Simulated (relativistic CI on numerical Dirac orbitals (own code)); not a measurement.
## Line list: Electric-dipole lines, Nb XL

These numbers are calculated, not measured: Dirac-Coulomb-Breit CI, separate exchange-only KLI orbitals for each configuration, a model potential for QED, unscaled Slater integrals (own radial code, finite nucleus).

Configurations in the expansion: 1s², 1s2s, 1s2p, 1s3s, 1s3p, 1s3d, 1s4s, 1s4p, 1s4d, 1s4f, 1s5s, 1s5p, 1s5d, 1s5f, 1s5g, 1s6s, 1s6p, 1s6d. Levels of other configurations are missing.

| λ vac (Å) | Lower | Upper | A (s⁻¹) | log gf | S velocity/length |
| --- | --- | --- | --- | --- | --- |
| 0.7218 | 1s² ¹S0 [1] | 1s2p ¹P°1 [7] | 2.46e+15 | -0.24 | 1.00 |
| 3.0015 | 1s2p ³P°2 [6] | 1s4d ³D3 [26] | 5.36e+13 | -0.30 | 1.00 |
| 3.8464 | 1s2s ³S1 [2] | 1s3p ³P°2 [12] | 5.55e+13 | -0.21 | 1.01 |
| 3.9024 | 1s2p ³P°0 [3] | 1s3d ³D1 [14] | 9.58e+13 | -0.18 | 1.00 |
| 3.9052 | 1s2p ³P°1 [4] | 1s3d ³D2 [13] | 1.38e+14 | 0.20 | 1.00 |
| 4.0375 | 1s2p ³P°2 [6] | 1s3d ³D3 [16] | 1.66e+14 | 0.45 | 1.00 |
| 4.0721 | 1s2p ¹P°1 [7] | 1s3d ¹D2 [17] | 1.48e+14 | 0.26 | 1.00 |
| 7.9323 | 1s3d ³D2 [13] | 1s5f ³F°3 [41] | 1.10e+13 | -0.14 | 1.00 |
| 7.9849 | 1s3d ³D3 [16] | 1s5f ³F°4 [44] | 1.16e+13 | 0.00 | 1.00 |
| 11.069 | 1s3s ³S1 [8] | 1s4p ³P°2 [22] | 7.31e+12 | -0.17 | 1.00 |
| 11.193 | 1s3p ³P°1 [11] | 1s4d ³D2 [23] | 1.45e+13 | 0.13 | 1.00 |
| 11.500 | 1s3p ³P°2 [12] | 1s4d ³D3 [26] | 1.80e+13 | 0.40 | 1.00 |
| 11.569 | 1s3d ³D2 [13] | 1s4f ³F°3 [27] | 3.33e+13 | 0.67 | 1.00 |
| 11.574 | 1s3d ³D1 [14] | 1s4f ³F°2 [28] | 3.00e+13 | 0.48 | 1.00 |
| 11.576 | 1s3p ¹P°1 [15] | 1s4d ¹D2 [29] | 1.62e+13 | 0.21 | 1.00 |
| 11.668 | 1s3d ³D3 [16] | 1s4f ³F°4 [30] | 3.53e+13 | 0.81 | 1.00 |
| 11.675 | 1s3d ¹D2 [17] | 1s4f ¹F°3 [31] | 3.36e+13 | 0.68 | 1.00 |
| 24.261 | 1s4p ³P°1 [21] | 1s5d ³D2 [37] | 2.97e+12 | 0.12 | 1.00 |
| 24.844 | 1s4p ³P°2 [22] | 1s5d ³D3 [40] | 3.75e+12 | 0.39 | 1.00 |
| 24.978 | 1s4d ³D2 [23] | 1s5f ³F°3 [41] | 6.19e+12 | 0.61 | 1.00 |
| 24.985 | 1s4d ³D1 [24] | 1s5f ³F°2 [42] | 5.58e+12 | 0.42 | 1.00 |
| 24.990 | 1s4p ¹P°1 [25] | 1s5d ¹D2 [43] | 3.41e+12 | 0.20 | 1.00 |
| 25.160 | 1s4d ³D3 [26] | 1s5f ³F°4 [44] | 6.62e+12 | 0.75 | 1.00 |
| 25.169 | 1s4f ³F°3 [27] | 1s5g ³G4 [45] | 1.06e+13 | 0.96 | 1.00 |
| 25.174 | 1s4f ³F°2 [28] | 1s5g ³G3 [46] | 1.01e+13 | 0.83 | 1.00 |
| 25.175 | 1s4d ¹D2 [29] | 1s5f ¹F°3 [47] | 6.30e+12 | 0.62 | 1.00 |
| 25.256 | 1s4f ³F°4 [30] | 1s5g ³G5 [48] | 1.09e+13 | 1.06 | 1.00 |
| 25.260 | 1s4f ¹F°3 [31] | 1s5g ¹G4 [49] | 1.06e+13 | 0.96 | 1.00 |
| 45.761 | 1s5p ³P°2 [36] | 1s6d ³D3 [58] | 1.13e+12 | 0.39 | 1.00 |
| 46.009 | 1s5p ¹P°1 [39] | 1s6d ¹D2 [59] | 1.03e+12 | 0.21 | 1.00 |

Terms are leading LS components. Brackets give the number of a level in order of energy, since labels repeat. The list gives strong lines, with weight on those to low levels. Levels whose partners in the same complex of configurations lie outside the list can be far off, and so can their lines. Rates are taken at the computed energies, electric ones in the length gauge. A velocity-to-length ratio far from 1 marks an uncertain rate.

At this charge energies of transitions that change n are usually good to better than 1 %, and those within a shell (Δn = 0) to a few per cent.

(1) From the table, what is the radiative lifetime of 1s4d ³D3?

Results:

(1) The listed rates from this level add up to about 7.15e+13 s⁻¹, 100 % of its decay; with all channels τ = 1.40e-14 s.

LS names give the leading component of a level, which can be under half, so a name can repeat, a term be missing and a line seem to break the LS rules.
